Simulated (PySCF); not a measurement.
Ga(2+): ionisation energy

Ga(2+) [Ar] 3d10 4s1 (2S) → Ga(3+) [Ar] 3d10 (1S), as a difference of total energies. Calculation: PySCF 2.14, in pcseg-2 (6s5p3d1f, 43 functions); the non-relativistic Hamiltonian (point nucleus). The calculations carry no spin-orbit coupling.

```json
{"method": "UHF", "ionisation energy (eV)": "29.178"}
{"method": "BP86", "ionisation energy (eV)": "31.110"}
{"method": "B3LYP", "ionisation energy (eV)": "31.131"}
```

These non-relativistic numbers lack the scalar-relativistic shift.

For comparison: 30.726 eV (measured; NIST Atomic Spectra Database, ionization energies).
